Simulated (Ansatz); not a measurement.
Born–Oppenheimer molecular dynamics of Cl2H2OSn (6 atoms, charge 0, multiplicity 1). It starts from a relaxed structure.

Theory: RKS B3LYP-D4/def2-SVP (Ansatz).

```json
{
 "ensemble": "NVE (velocity Verlet)",
 "time step": "0.5 fs",
 "steps asked": "300",
 "starting velocities drawn for": "300 K",
 "masses": "H 3.016 u",
 "seed": "780325"
}
```

First frame:

```xyz
6
Properties=species:S:1:pos:R:3
Sn -0.157 0.087 -0.064
O -0.461 0.215 1.882
H -0.154 -0.569 2.361
Cl 2.150 -0.182 -0.456
H -0.778 1.495 -0.791
Cl -1.190 -1.873 -0.860
```

Task: How far do the bonds stretch over the last three quarters of this one trajectory? (Pairs bonded in most of those frames.)

Result: 
```
   bond  mean (Å)  spread (Å)  shortest  longest
 Sn1–O2     1.974       0.010      1.96     1.99
Sn1–Cl4     2.375       0.075      2.25     2.48
 Sn1–H5     1.707       0.033      1.66     1.75
Sn1–Cl6     2.356       0.020      2.32     2.39
  O2–H3     0.969       0.008      0.96     0.98
```

Mean temperature of the second half: 162 K. The conserved energy stayed within 0.021 meV per atom of its start (net change 0.0088 meV per atom), so the integration is sound. Over the second half the temperature averaged 0.54 of the 300 K drawn at the start: a run that starts near a minimum puts about half its kinetic energy into the potential. A run of 0.15 ps of so small a system gives no equilibrium averages.

The run took 20 min on 1 thread of Arm Neoverse V1 (shared host), peak memory 0.19 GiB.
